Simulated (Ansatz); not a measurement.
Single points on Li₄Br₃⁺.

```yaml
crystal:
  periodic: [false, false, false]
  atoms:
    - {symbol: Li, position_ang: [-1.590266, 1.120239, 0.290501]}
    - {symbol: Li, position_ang: [1.701721, -0.535592, -0.432969]}
    - {symbol: Li, position_ang: [1.955834, 3.873966, 0.114345]}
    - {symbol: Li, position_ang: [-1.241763, -2.671722, 0.064153]}
    - {symbol: Br, position_ang: [1.089056, -2.739643, -0.368487]}
    - {symbol: Br, position_ang: [-2.737920, -0.857423, 0.398136]}
    - {symbol: Br, position_ang: [0.823348, 1.810184, -0.065689]}
basis:
  gaussian: {orbitals: def2-TZVP, initial_orbitals: start.molden}
total_charge: 1
hamiltonian: {xc: {name: B97M-V}}
scf: {omitted_lower_state_checks: [starts]}
output: {orbitals: {seedname: orbitals}}
```

The file start.molden holds the orbitals of an earlier run on this structure, at another level or in another basis.

```sh
$ ansatz run in.yaml --threads 4 --pin off --events-out ev --progress --plain --max-ram 3916MiB
```

Output, abridged:

```
Functional definition: B97M-V
1644 factors; their error is unknown
mean field evaluation 1: about -210927.2482 eV, gradient 1.9e1 eV
mean field evaluation 2: about -210927.4177 eV, gradient 1.8e-1 eV
mean field evaluation 4: about -210927.3484 eV, gradient 1.7e-4 eV
mean field -210927.34844076 eV, -7751.4370835061 hartree, gradient 1.1e-5 eV, S^2 0.000000; 0 other end points of the search recorded, 0 dependent functions left out
reference -210927.34852823 eV, -7751.4370867205 hartree; 58, 58 occupied and 142, 142 virtual orbitals, 1644 factors
Total energy: -210927.34852823 eV, -7751.4370867205 hartree
Checks for a lower state left out: starts
```

It took 12 s on 4 threads of Arm Neoverse V1 on a shared host.

As the first input, with `hamiltonian: {xc: r2scan, dispersion: d4}` (abridged; 5.5 s):

```
Functional definition: r2SCAN
mean field -210960.66489718 eV, -7752.6614406969 hartree, gradient 9.2e-6 eV, S^2 0.000000
Total energy: -210960.70700780 eV, -7752.6629882335 hartree
Checks for a lower state left out: starts
```

As the first input, with `hamiltonian: {xc: pbe, dispersion: d4}`, `output: {forces: true, orbitals: {seedname: orbitals}}` (abridged; 3 s):

```
Functional definition: PBE
mean field -210927.88958292 eV, -7751.4569701138 hartree, gradient 1.3e-5 eV, S^2 0.000000
Total energy: -210928.05225720 eV, -7751.4629482833 hartree
Atom 0 force     0.009568    -0.048772     0.000688 eV/Å
Atom 1 force    -0.035484    -0.026685     0.010963 eV/Å
Atom 2 force    -0.045678    -0.080283    -0.005511 eV/Å
Atom 3 force     0.037634     0.076704    -0.005437 eV/Å
Atom 4 force    -0.019966     0.025040     0.003787 eV/Å
Atom 5 force     0.025138     0.003968    -0.004730 eV/Å
Atom 6 force     0.028788     0.050027     0.000240 eV/Å
Dipole moment:     1.527230     3.266000     0.069174 e Å
Checks for a lower state left out: starts
```

As the first input, with `hamiltonian: {xc: pbe0, dispersion: d4}` (abridged; 5 s):

```
Functional definition: PBE0
mean field -210935.89368439 eV, -7751.7511154175 hartree, gradient 2.0e-5 eV, S^2 0.000000
Total energy: -210936.04140531 eV, -7751.7565440611 hartree
Checks for a lower state left out: starts
```

First input, but with `gaussian: {orbitals: def2-SVP, initial_orbitals: start.molden}`, `correlation: {method: ccsd_t}` and without the key `hamiltonian` (abridged; 26 s):

```
Functional definition: HF
mean field -210787.90118704 eV, -7746.3124914527 hartree, gradient 7.1e-6 eV, S^2 0.000000
27 core orbitals not correlated: weight in the atoms' cores, before any rotation towards them, 1.000 or more for the frozen orbitals, at most 0.000 for the correlated occupied ones
second order -19.77104982 eV of doubles, -0.00000000 eV of singles
cycle   1  -19.61572980 eV  change    1.6e-1 eV  update   5.8e-2
cycle   2  -19.92592083 eV  change   -3.1e-1 eV  update   1.5e-2
cycle   3  -19.93028596 eV  change   -4.4e-3 eV  update   5.8e-3
cycle   4  -19.92484755 eV  change    5.4e-3 eV  update   1.4e-3
cycle   5  -19.92573310 eV  change   -8.9e-4 eV  update   4.2e-4
cycle   6  -19.92563752 eV  change    9.6e-5 eV  update   1.3e-4
cycle   7  -19.92554300 eV  change    9.5e-5 eV  update   3.9e-5
cycle   8  -19.92554020 eV  change    2.8e-6 eV  update   1.7e-5
perturbative correction -0.34258344 eV, -0.0125897093 hartree
Total energy: -210808.16931068 eV, -7747.0573312583 hartree
Checks for a lower state left out: starts
```

The first input with `hamiltonian: {xc: hf}` (abridged; 2.4 s):

```
Functional definition: HF
mean field -210813.90884794 eV, -7747.2682553620 hartree, gradient 1.4e-5 eV, S^2 0.000000
Total energy: -210813.90884794 eV, -7747.2682553620 hartree
Checks for a lower state left out: starts
```

Geometry: r2SCAN-D4/def2-SVP.

Correlated methods freeze 27 core orbitals; core or outer-core shells of Li, Br are correlated, in sets that lack core-valence functions. Another isomer (singlet) lies 0.90 eV lower at PBE0-D4/def2-TZVP; other spin states weren't run for this one.
